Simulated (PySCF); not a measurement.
C4H4ClFO.
InChI=1S/C4H4ClFO/c5-3-1-2-7-4(3)6/h1,4H,2H2/t4-/m0/s1

Method: TDDFT PBE0/def2-SVPD, vertical, gas phase, core orbitals frozen in the response in PySCF. One conformer (not necessarily the lowest) at the GFN2-xTB geometry, without solvent, vibrations or thermal averaging.

Relations used (vacuum, state to state): A = 0.6670 f ν̃² s⁻¹ (ν̃ in cm⁻¹); τ = 1/A; f = (2/3) ΔE |μ|² in atomic units; ∫σ dE = 109.76 f Mb·eV.

These lifetimes count emission to the ground state at the vertical energy alone; relaxation of the geometry and all other decay channels are left out.

Energies and rates of the computed singlets with f of 0.002 or more:

```csv
state,λ (nm),A (s⁻¹)
S1,191.2,4.88×10⁸
S2,183.7,1.13×10⁷
S4,178.1,3.05×10⁷
S5,168.9,6.52×10⁶
```

**Question.** Which f and |μ| stand behind these rates?

**Answer.** f = A / (0.6670 ν̃²), and |μ| follows from f:

| state | f | \|μ\| (D) | τ | main configurations (H = HOMO, L = LUMO) |
| --- | --- | --- | --- | --- |
| S1 | 0.267 | 3.30 | 2.1 ns | H→L (89%) |
| S2 | 0.0057 | 0.47 | 89 ns | H-1→L (53%), H-2→L (46%) |
| S4 | 0.015 | 0.74 | 33 ns | H-2→L (48%), H-1→L (44%) |
| S5 | 0.0028 | 0.32 | 150 ns | H→L+2 (88%), H→L+1 (9%) |

**Question.** How much energy does a mole of photons resonant with S1 carry?

**Answer.** 6.486 eV × 96.485 = 626 kJ/mol (150 kcal/mol).

**Question.** What is the integrated cross-section of all computed states together?

**Answer.** Σf = 0.291 over S1 to S6, so 109.76 × Σf ≈ 32 Mb·eV.

**Question.** Which computed singlets stay under f = 0.002?

**Answer.** S3 (6.85 eV, f 0.0002) and S6 (8.04 eV, f 0.0010).
